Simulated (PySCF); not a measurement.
AlClFI, SMILES [F][Al]([Cl])[I]. Geometry optimised at B3LYP-D3(BJ)/def2-SVP. The def2 effective core potentials stand for the cores of I; spin–orbit coupling is left out.

Method: B3LYP-D3(BJ)/def2-SVP (PySCF).

Harmonic wavenumbers (cm⁻¹): 116, 179, 210, 319, 578, 892. Rotational constants (GHz): 4.146, 0.9628, 0.7813; symmetry number 1.

Q: Work out the zero-point energy and the ideal-gas rigid-rotor harmonic-oscillator thermochemistry at 298.15 K and 1 atm.

A: ZPE = ½ Σ hcν = ½ × 2295 cm⁻¹ = 13.73 kJ/mol. H − E(el) = 30.12 kJ/mol. Entropy in J/(mol K): translation 175.33, rotation 121.43, vibration 39.73, total 336.49. G − E(el) = -70.20 kJ/mol. Cp = 70.31 J/(mol K). Modes under 150 cm⁻¹ make the vibrational entropy uncertain.
